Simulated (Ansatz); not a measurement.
Ansatz (a quantum-chemistry and plane-wave program) input (CCSD(T)/STO-3G):

Ansatz 0.2 input:
```yaml
crystal:
  periodic: [false, false, false]
  atoms:
    - {symbol: Sc, position_ang: [0.19370234, -0.08781915, 0.21719699]}
    - {symbol: O, position_ang: [0.99094560, 0.34477745, -1.30275763]}
    - {symbol: O, position_ang: [-1.49941423, -0.11425217, 0.73261554]}
basis:
  gaussian:
    orbitals: STO-3G
magnetization: {spin_polarized: true, initial_magnetization: 1}
correlation: {method: ccsd_t, electrons: outside_noble_gas}
```

End of the output:

```
11 core orbitals not correlated
reference -24487.23035465 eV, -899.8891174926 hartree; 8, 7 occupied and 9, 10 virtual orbitals, 376 factors
second order -2.52842225 eV of doubles, -0.00000000 eV of singles
coupled cluster: 0.05 GiB planned
cycle   1  -3.50693967 eV  change   -1.9e-3 eV  update   1.7e-2
cycle   2  -3.52245254 eV  change   -1.6e-2 eV  update   1.5e-2
cycle   3  -3.55547651 eV  change   -3.3e-2 eV  update   1.3e-2
cycle   4  -3.59632320 eV  change   -4.1e-2 eV  update   9.5e-3
cycle   5  -3.65173542 eV  change   -5.5e-2 eV  update   6.2e-3
cycle   6  -3.66278484 eV  change   -1.1e-2 eV  update   3.1e-3
cycle   7  -3.66803437 eV  change   -5.2e-3 eV  update   2.0e-3
cycle   8  -3.66786394 eV  change    1.7e-4 eV  update   1.2e-3
cycle   9  -3.66748732 eV  change    3.8e-4 eV  update   7.2e-4
cycle  10  -3.66712891 eV  change    3.6e-4 eV  update   3.6e-4
cycle  11  -3.66704827 eV  change    8.1e-5 eV  update   1.8e-4
cycle  12  -3.66703625 eV  change    1.2e-5 eV  update   1.0e-4
cycle  13  -3.66707160 eV  change   -3.5e-5 eV  update   7.4e-5
cycle  14  -3.66716010 eV  change   -8.9e-5 eV  update   4.8e-5
cycle  15  -3.66722427 eV  change   -6.4e-5 eV  update   2.8e-5
cycle  16  -3.66722902 eV  change   -4.8e-6 eV  update   1.8e-5
cycle  17  -3.66721981 eV  change    9.2e-6 eV  update   1.2e-5
cycle  18  -3.66720569 eV  change    1.4e-5 eV  update   7.7e-6
cycle  19  -3.66719401 eV  change    1.2e-5 eV  update   5.9e-6
cycle  20  -3.66717811 eV  change    1.6e-5 eV  update   4.5e-6
cycle  21  -3.66716714 eV  change    1.1e-5 eV  update   2.9e-6
cycle  22  -3.66715915 eV  change    8.0e-6 eV  update   1.8e-6
cycle  23  -3.66715633 eV  change    2.8e-6 eV  update   9.0e-7
coupled cluster: 0.05 GiB planned
perturbative correction -0.24277089 eV, -0.0089216655 hartree
Total energy: -24491.14028187 eV, -900.0328046675 hartree
```

The spin state was set by rule; other spins were not relaxed.

The determinant is spin-contaminated: <S^2> is 1.71 against 0.75 for a pure state.
